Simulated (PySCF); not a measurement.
A structure optimised at B3LYP-D3(BJ)/def2-TZVP, used in a PySCF frequency run:

```
N
H 1 1.0154
H 1 1.0154 2 108.14
H 1 1.0154 2 108.14 3 -116.87
Au 1 2.1148 2 110.78 3 121.57
Cl 5 2.2579 2 159.01 1 180.00
```
Charge 0, spin multiplicity 1.

Write its SMILES, formula and point group.

[NH3]->[Au][Cl], AuClH3N, C3v

What are its rotational constants (standard atomic weights)?

185.42, 1.9751, 1.9751 GHz
